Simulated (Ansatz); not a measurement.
`N[SiH](N)F` + H₂S → `N[SiH](F)S` + NH₃  (ligand exchange at the Si–N bond)

Computed with Ansatz on PBE0-D4/def2-TZVP structures; ΔE is electronic, products minus reactants. CCSD(T)/CBS is the MP2 limit (def2-TZVPP, def2-QZVPP) plus CCSD(T) − MP2 in def2-TZVPP, frozen cores. This one scheme is used for every species. DFT in def2-TZVPP. HSE06 is defined as in plane-wave codes. Each species was taken in one conformer, which may not be the lowest.

```json
{"level": "HSE06-D4", "ΔE (kJ/mol)": "-0.6"}
{"level": "CAM-B3LYP-D4", "ΔE (kJ/mol)": "11.6"}
{"level": "CCSD(T)/def2-TZVPP", "ΔE (kJ/mol)": "8.2"}
{"level": "HF/CBS(def2)", "ΔE (kJ/mol)": "18.7"}
```

Task: What does CCSD(T)/CBS give? (An estimate is asked.)

Result: Ansatz gave: +5.8 kJ/mol. The listed levels differ from it by -6.4, 5.8, 2.4, 12.9 kJ/mol.

Largest T1 diagnostic among the species: 0.011.

From PBE to PBE0 (25 % exact exchange), in def2-TZVPP and without D4, ΔE moves by +3.6 kJ/mol. At CCSD(T), def2-SVP lies +3.1 kJ/mol from the extrapolated value and def2-TZVPP +2.5 kJ/mol.
